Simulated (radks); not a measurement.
All-electron atom: F5+ in [He] 2s2 (the NIST ground configuration).

Calculated with a radial shooting solver on a logarithmic mesh with Libxc functionals: scalar-relativistic Kohn-Sham, PBE, spin-polarised, spherical densities, finite nucleus; Fermi nuclear charge, rms radius 2.8976 fm.

Energy parts (eV):
total: -2396.381
kinetic: 2398.518
electron-nucleus: -5133.848
Hartree: 524.429
exchange-correlation: -185.479

Orbitals (lengths in bohr, moments of r in powers of bohr; r(90%) holds 90 % of the orbital's charge):
| orbital | occ. | eigenvalue (eV) | r(90%) |
|---|---|---|---|
| 1s | 2 | -817.4693 | 0.314 |
| 2s | 2 | -144.1700 | 1.24 |

The highest occupied level is 2s at -144.17 eV. The electron density at the nucleus is 482.4 e/bohr^3 (large components only).
